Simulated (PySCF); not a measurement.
Sr, quintet (a higher spin typed on purpose: for a closed-shell molecule this is an excited state) (core potentials on Sr); R2SCAN/def2-TZVP run with PySCF.

The PySCF input:
```python
from pyscf import gto, scf, dft

mol = gto.Mole()
mol.atom = '''
    Sr    0.000000    0.000000    0.000000
'''
mol.basis = 'def2-tzvp'
mol.ecp = {'Sr': 'def2-tzvp'}
mol.charge = 0
mol.spin = 4
mol.verbose = 5
mol.build()

mf = dft.UKS(mol)
mf.xc = 'r2scan'
mf.kernel()
```

### Question
Predict the main parts of the log of this PySCF run.

### Answer

```
PySCF version 2.14.0

[INPUT] verbose = 5
[INPUT] max_memory = 4000
[INPUT] num. atoms = 1
[INPUT] num. electrons = 10
[INPUT] charge = 0
[INPUT] spin (= nelec alpha-beta = 2S) = 4
[INPUT] symmetry False subgroup None
[INPUT] Mole.unit = angstrom
[INPUT] Symbol           X                Y                Z      unit          X                Y                Z       unit  Magmom
[...]
[INPUT] ---------------- BASIS SET ----------------
[INPUT] l, kappa, [nprim/nctr], expnt,             c_1 c_2 ...
[INPUT] Sr
[...]
                                8.5               0.33970355376
[...]
                                3.6731307392      -0.20523185005
                                0.90496618455     0.49209972665
                                0.43310256408     0.62105296512
[...]
                                0.996656          0.108098
                                0.390735          0.27854
[...]
nuclear repulsion = 0
number of shells = 13
number of NR pGTOs = 53
number of NR cGTOs = 33
basis = def2-tzvp
ecp = {'Sr': 'def2-tzvp'}

******** <class 'pyscf.dft.uks.UKS'> ********
method = UKS
initial guess = minao
damping factor = 0
level_shift factor = 0
DIIS = <class 'pyscf.scf.diis.CDIIS'>
diis_start_cycle = 1
diis_space = 8
diis_damp = 0
SCF conv_tol = 1e-09
SCF conv_tol_grad = None
SCF max_cycles = 50
direct_scf = True
direct_scf_tol = 1e-13
number electrons alpha = 7  beta = 3
XC library pyscf.dft.libxc version 7.1.2
    S. Lehtola, C. Steigemann, M. J. T. Oliveira, and M. A. L. Marques,  SoftwareX 7, 1–5 (2018)
XC functionals = r2scan
    J. W. Furness, A. D. Kaplan, J. Ning, J. P. Perdew, and J. Sun,  J. Phys. Chem. Lett. 11, 8208–8215 (2020)
    J. W. Furness, A. D. Kaplan, J. Ning, J. P. Perdew, and J. Sun,  J. Phys. Chem. Lett. 11, 9248–9248 (2020)
    J. W. Furness, A. D. Kaplan, J. Ning, J. P. Perdew, and J. Sun,  J. Phys. Chem. Lett. 11, 8208–8215 (2020)
    J. W. Furness, A. D. Kaplan, J. Ning, J. P. Perdew, and J. Sun,  J. Phys. Chem. Lett. 11, 9248–9248 (2020)
radial grids:
    Treutler-Ahlrichs [JCP 102, 346 (1995); DOI:10.1063/1.469408] (M4) radial grids

becke partition: Becke, JCP 88, 2547 (1988); DOI:10.1063/1.454033
pruning grids: <function nwchem_prune>
grids dens level: 3
symmetrized grids: False
atomic radii adjust function: <function treutler_atomic_radii_adjust>
small_rho_cutoff = 0
Set gradient conv threshold to 3.16228e-05
Density of valence part of ANO basis will be used as initial guess for Sr
atom Sr rad-grids = 95, ang-grids = [ 50  50  50  50  50  50  50  50  50  50  50  50  50  50  50  50  50  50
  50  50  50  50  50  50  50  50  50  50  50  86  86  86  86  86  86  86
  86  86  86  86  86  86  86  86  86  86 350 350 350 350 350 350 350 350
 350 350 350 434 434 434 434 434 434 434 434 434 434 434 434 434 434 434
 434 434 434 434 434 434 434 350 350 350 350 350 350 350 350 350 350 350
 350 350 350 350 350]
tot_boxes 729, boxes in each direction [7 7 7]
Padding 2 grids
tot grids = 21912
nelec by numeric integration = [4.76877768 4.76877768]
E1 = -46.053107078771525  E2 = 16.97835868956261  Ecoul = 20.85770202821279  Exc = -3.879343338650176
init E= -29.0747483892089
cond(S) = 143.9714872353279

  alpha mo_energy =
[-1.88512047e+00 -1.16606252e+00 -1.16606252e+00 -1.16606252e+00
 -2.62413849e-01 -2.28396988e-01 -2.28396988e-01 -2.28396988e-01
 -2.28396988e-01 -2.28396988e-01 -1.48263104e-01 -1.48263104e-01
 -1.48263104e-01 -2.97029499e-02 -4.91528653e-03 -4.91528653e-03
 -4.91528653e-03 -4.91528653e-03 -4.91528653e-03  2.71129424e-02
  2.71129424e-02  2.71129424e-02  3.47642065e-01  3.47642065e-01
  3.47642065e-01  3.47642065e-01  3.47642065e-01  6.56960790e-01
  6.78288528e-01  6.78288528e-01  6.78288528e-01  1.71236040e+01
  6.94716561e+01]
  beta  mo_energy =
[-1.88512047e+00 -1.16606252e+00 -1.16606252e+00 -1.16606252e+00
 -2.62413849e-01 -2.28396988e-01 -2.28396988e-01 -2.28396988e-01
 -2.28396988e-01 -2.28396988e-01 -1.48263104e-01 -1.48263104e-01
[...]
  1.02674392e-01  1.02692129e-01  4.88834669e-01  4.88959147e-01
  4.97572695e-01  5.19544908e-01  5.19582398e-01  7.95701025e-01
  8.27522821e-01  8.27566353e-01  8.33573106e-01  1.74815452e+01
  6.99575000e+01]
  beta  mo_energy =
[-1.53835328e+00 -8.54357301e-01 -8.54239570e-01 -7.80738791e-01
 -3.82649351e-02  1.02084199e-02  1.24999965e-02  1.25549910e-02
  2.61184001e-02  2.61355680e-02  3.49776577e-02  3.50519945e-02
  4.31031422e-02  8.49040002e-02  1.06578684e-01  1.06627944e-01
  1.15648655e-01  1.15687832e-01  1.32192799e-01  1.47351187e-01
  1.64808442e-01  1.64873164e-01  5.80520746e-01  5.80563703e-01
  6.04038184e-01  6.04107471e-01  6.08684266e-01  8.85978768e-01
  8.86069375e-01  9.06762742e-01  9.08800716e-01  1.76144449e+01
  6.99999563e+01]
multiplicity <S^2> = 6.0032168  2S+1 = 5.0012866
nelec by numeric integration = [7. 3.]
E1 = -48.9828540195407  E2 = 19.10192868670704  Ecoul = 23.37471367780122  Exc = -4.2727849910941815
cycle= 25 E= -29.8809253328337  delta_E= 2.43e-09  |g|= 1.31e-05  |ddm|= 8.29e-05
Linear dependence found in DIIS error vectors.

  alpha mo_energy =
[-1.64240978e+00 -9.80527463e-01 -9.09564415e-01 -9.09533329e-01
 -1.41562886e-01 -9.21315913e-02 -9.20161227e-02 -5.04521823e-02
 -4.85464583e-02 -3.92884918e-02 -3.92764054e-02 -3.90587735e-02
 -3.90474649e-02  4.45254480e-02  7.37856686e-02  7.37949714e-02
  8.59895626e-02  8.95674847e-02  8.95915391e-02  9.43188354e-02
  1.02674397e-01  1.02692130e-01  4.88834671e-01  4.88959159e-01
  4.97572715e-01  5.19544913e-01  5.19582407e-01  7.95701033e-01
  8.27522829e-01  8.27566365e-01  8.33573118e-01  1.74815453e+01
  6.99575000e+01]
  beta  mo_energy =
[-1.53835326e+00 -8.54357285e-01 -8.54239550e-01 -7.80738773e-01
 -3.82649319e-02  1.02084230e-02  1.24999981e-02  1.25549909e-02
  2.61184067e-02  2.61355755e-02  3.49776606e-02  3.50519994e-02
  4.31031487e-02  8.49040036e-02  1.06578687e-01  1.06627948e-01
  1.15648663e-01  1.15687840e-01  1.32192808e-01  1.47351192e-01
  1.64808446e-01  1.64873167e-01  5.80520757e-01  5.80563716e-01
  6.04038194e-01  6.04107482e-01  6.08684278e-01  8.85978778e-01
  8.86069386e-01  9.06762752e-01  9.08800731e-01  1.76144450e+01
  6.99999563e+01]
multiplicity <S^2> = 6.0032168  2S+1 = 5.0012866
nelec by numeric integration = [7. 3.]
E1 = -48.98285389869137  E2 = 19.101928565760474  Ecoul = 23.37471352972516  Exc = -4.2727849639646855
cycle= 26 E= -29.8809253329309  delta_E= -9.72e-11  |g|= 1.31e-05  |ddm|= 4.87e-06

  alpha mo_energy =
[-1.64240975e+00 -9.80527527e-01 -9.09564271e-01 -9.09533266e-01
 -1.41562862e-01 -9.21314485e-02 -9.20163121e-02 -5.04522354e-02
 -4.85465789e-02 -3.92884183e-02 -3.92762724e-02 -3.90585943e-02
 -3.90472146e-02  4.45254880e-02  7.37857022e-02  7.37949480e-02
  8.59895514e-02  8.95676264e-02  8.95916781e-02  9.43188043e-02
  1.02674548e-01  1.02692192e-01  4.88835064e-01  4.88959102e-01
  4.97572401e-01  5.19545110e-01  5.19582716e-01  7.95701028e-01
  8.27522798e-01  8.27566424e-01  8.33573231e-01  1.74815453e+01
  6.99575001e+01]
  beta  mo_energy =
[-1.53835321e+00 -8.54357034e-01 -8.54239588e-01 -7.80738829e-01
 -3.82649240e-02  1.02083700e-02  1.25001042e-02  1.25549565e-02
  2.61184528e-02  2.61356527e-02  3.49778222e-02  3.50519502e-02
  4.31031630e-02  8.49040144e-02  1.06578767e-01  1.06628140e-01
  1.15648665e-01  1.15687770e-01  1.32192791e-01  1.47351074e-01
  1.64808648e-01  1.64873092e-01  5.80520638e-01  5.80563625e-01
  6.04038364e-01  6.04107656e-01  6.08684292e-01  8.85979003e-01
  8.86069344e-01  9.06762720e-01  9.08800792e-01  1.76144450e+01
  6.99999564e+01]
multiplicity <S^2> = 6.0032169  2S+1 = 5.0012866
nelec by numeric integration = [7. 3.]
E1 = -48.98285381980466  E2 = 19.101928480026118  Ecoul = 23.374713547069277  Exc = -4.272785067043159
Extra cycle  E= -29.8809253397785  delta_E= -6.85e-09  |g|= 1.31e-05  |ddm|= 0.000229
converged SCF energy = -29.8809253397785  <S^2> = 6.0032169  2S+1 = 5.0012866
```
